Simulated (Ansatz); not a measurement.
`[SiH3]C1CC1` + `O[BH][AlH2]` → `[AlH2][BH]O[SiH3]` + `C1CC1` at 700 K and 1 bar (ligand exchange at the Si–C bond).

Program: Ansatz. Geometries: PBE0-D4/def2-TZVP. ΔE: electronic, gas phase. CBS: MP2 limit from def2 TZ/QZ plus the TZ coupled-cluster correction, frozen cores. One conformer a species, not always the lowest.

| species | CCSD(T)/CBS energy (Eh) | H − E (kJ/mol) | S (J/(mol·K)) |
| --- | --- | --- | --- |
| `[SiH3]C1CC1` | -408.01449 | 326.6 | 419.4 |
| `O[BH][AlH2]` | -344.38728 | 161.6 | 379.0 |
| `[AlH2][BH]O[SiH3]` | -634.69802 | 225.8 | 479.6 |
| `C1CC1` | -117.73368 | 261.5 | 309.5 |

H − E and S are ideal-gas, rigid-rotor, harmonic terms from PBE0-D4/def2-TZVP, for one conformer and one mirror image of each species. 1 Eh = 2625.50 kJ/mol, R = 8.31446 J/(mol·K).

Problem. By hand: ΔE, ΔH, ΔS and ΔG.

Solution. ΔE = (-634.69802) + (-117.73368) − (-408.01449) − (-344.38728) = -0.02993 Eh = -78.6 kJ/mol. Δ(H − E) = 225.8 + 261.5 − 326.6 − 161.6 = -0.9, so ΔH = -79.5 kJ/mol. ΔS = 479.6 + 309.5 − 419.4 − 379.0 = -9.3 J/(mol·K). ΔG = -79.5 − 700 × (-9.3)/1000 = -73.0 kJ/mol.

Problem. By hand: the equilibrium constant, and the temperature at which ΔG would vanish if ΔH and ΔS stayed fixed.

Solution. log₁₀ K = −ΔG/(RT ln 10) = 5.4. ΔG = 0 at ΔH/ΔS = 8548 K, far beyond where these terms or the molecules hold.

The number of gas molecules stays the same, so ΔS is small and ΔH decides. A doubt of 5 kJ/mol in ΔE shifts log₁₀ K by 0.4 here. Other conformers and mirror images would add mixing entropy, several J/(mol·K) or more a flexible species. These are equilibria of isolated gas molecules and say nothing of rates. Largest T1 diagnostic: 0.014 (customary marks: 0.02 for closed shells, 0.045 for open ones).
